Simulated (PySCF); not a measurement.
**C⁺ (carbon, charge +1): UHF calculation**

Configuration: [He] 2s2 2p1, 2P determinant. All numbers are calculated (PySCF 2.14, the non-relativistic Hamiltonian (point nucleus), in aug-cc-pVDZ (4s3p2d, 23 functions)).

```json
{
 "Total energy": "-37.290253 hartree",
 "One-electron energy": "-47.5353 hartree",
 "Hartree (Coulomb) energy": "14.9809 hartree",
 "Exchange energy": "-4.7359 hartree",
 "Kinetic energy": "37.17318 hartree",
 "⟨S²⟩": "0.7562",
 "⟨L²⟩": "2.016",
 "Sum of ⟨r⟩": "4.982 bohr",
 "Sum of ⟨r²⟩": "8.165 bohr²",
 "Traceless quadrupole moment −½Σ⟨3z² − r²⟩ along its main axis": "-1.11 e·bohr²",
 "Density at the nucleus (Gaussians lack the cusp)": "123 bohr⁻³",
 "Spin density at the nucleus": "0.0690 bohr⁻³",
 "Langevin diamagnetic susceptibility": "-6.47 ×10⁻⁶ cm³/mol"
}
```

```
shell  electrons  mean orbital energy (eV)  rms radius, mean of both spins (bohr)
 1s α          1                   -324.48                                  0.311
 1s β          1                   -323.66                                  0.311
 2s α          1                   -33.327                                   1.62
 2s β          1                   -29.628                                   1.62
 2p α          1                   -24.838                                   1.65
```

Spin-orbit constants ζ (cm⁻¹) from the X2C one-electron operator on these orbitals (non-relativistic here): bare nucleus, nucleus screened by l(l+1)(2l+1)/3 electrons, and screened by the Breit-Pauli mean field of the electrons.

| shell | bare | screened nucleus | mean field |
| --- | --- | --- | --- |
| 2p | 73.87 | 49.25 | 38.88 |

To first order the Landé constant is A = 38.88 cm⁻¹, so the lowest level has J = 1/2 and lies 0.00482 eV below the centre of the term.
